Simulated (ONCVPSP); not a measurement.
**cerium: one change to an ONCV potential, before and after**

- Element: cerium
- Generator: ONCVPSP 4.0.1
- Type: optimised norm-conserving Vanderbilt (ONCV)
- Functional: LDA (Perdew-Wang 92)
- Relativity: fully relativistic
- Frozen core: [Kr] 4d10
- Valence charge: 12
- Reference configuration: 4f1 5s2 5p6 5d1 6s2
- Partial waves: 5s+6s: rc 2.55 bohr, ncon 4, nbas 7, qcut 5.9 1/bohr, 2 projectors; 5p: rc 2.35 bohr, ncon 4, nbas 7, qcut 7.4 1/bohr, 2 projectors, debl 4 Ha; 5d: rc 3.80 bohr, ncon 4, nbas 9, qcut 4.1 1/bohr, 2 projectors, debl 0.7 Ha; 4f: rc 1.60 bohr, ncon 5, nbas 9, qcut 10 1/bohr, 2 projectors, debl 2.8 Ha
- Local potential: polynomial inside 1.15 bohr (lpopt 5, dvloc0 4 Ha)
- Core correction: Teter function, parameters optimised by the program

Open shells are filled in proportion to 2j + 1.

Change: local potential polynomial inside 1.35 bohr (lpopt 4, dvloc0 0 Ha).

Cutoffs: the cutoffs (Ha) at which the residual kinetic energy of the hardest occupied pseudo-wave falls to 1 and 0.1 mHa per electron; they do not see the model core or the augmentation charge, which bear on the density cutoff. Errors are all-electron minus pseudo energies relative to the spin-unpolarised reference configuration.

Q: What does the change do?

A: The potential gets neither clearly harder nor softer (49 Ha and 116 Ha → 49 Ha and 116 Ha); the bound ghost in s disappears; of the 4 tests that both files solve, the error grows in 1 and shrinks in 0 by more than 15 % and 0.3 meV (median size 3.3 → 3.4 meV); the range in which the s phases agree narrows (upper end 4.2 → 2.0). In the separable form a ghost depends on how the local part lies against the semilocal potential of the channel, so the choice of the local part can create or remove one.

```csv
quantity,base,changed
"cutoff, loose",49 Ha,49 Ha
"cutoff, tight",116 Ha,116 Ha
bound ghosts,s,none
GHOST(+) flags under 300 eV,"d5/2 at 66.4 eV, d3/2 at 79.7 eV, p3/2 at 154.1 eV, p1/2 at 165.5 eV","s at 56.2 eV, p3/2 at 215.2 eV, p1/2 at 219.3 eV"
"error for 4f1 5s2 5p6 5d1 6s1, meV [ΔE 6.26 eV]",-0.6,-0.6
"error for 4f1 5s2 5p6 5d1 6s0, meV [ΔE 17.60 eV]",-4.9,-4.6
"error for 4f1 5s2 5p6 5d0 6s0, meV [ΔE 36.93 eV]",+27,+27
"error for 4f1 5s2 5p6 5d2 6s1, meV [ΔE 0.92 eV]",+1.7,+2.1
s: phases at 2.58 bohr within 0.05 rad from the reference energy up to (Ha; the scan ends near 5),4.2,2.0
p3/2: phases at 2.39 bohr within 0.05 rad from the reference energy up to (Ha; the scan ends near 5),to the end of the scan,to the end of the scan
p1/2: phases at 2.39 bohr within 0.05 rad from the reference energy up to (Ha; the scan ends near 5),to the end of the scan,to the end of the scan
d5/2: phases at 3.86 bohr within 0.05 rad from the reference energy up to (Ha; the scan ends near 5),2.1,2.3
d3/2: phases at 3.86 bohr within 0.05 rad from the reference energy up to (Ha; the scan ends near 5),2.3,2.3
f7/2: phases at 1.62 bohr within 0.05 rad from the reference energy up to (Ha; the scan ends near 5),to the end of the scan,to the end of the scan
f5/2: phases at 1.62 bohr within 0.05 rad from the reference energy up to (Ha; the scan ends near 5),to the end of the scan,to the end of the scan
"rms error of d²Exc/dni dnj with the model core, mHa",1.42,1.42
```

 A true bound ghost makes a file unfit for plane-wave use even where its test errors are small: the radial tests pick states by their node count and pass the ghost by.
